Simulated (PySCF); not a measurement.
C6H10, SMILES C(=C)CCC=C.

Geometry: B3LYP-D3(BJ)/def2-SVP. One conformer was computed; it need not be the lowest.

Vertical ionisation energy (IE) and electron affinity (EA) in eV. Rows of orbital energies are one-electron estimates. Where ΔSCF, EOM or ADC give a negative EA the extra electron is unbound and the value depends on the basis.

```csv
level,IE,EA
"−ε(HOMO), −ε(LUMO), ωB97X/def2-TZVP (PySCF)",9.67,-2.37
"−ε(HOMO), −ε(LUMO), PBE/def2-TZVP (PySCF)",6.18,0.80
```
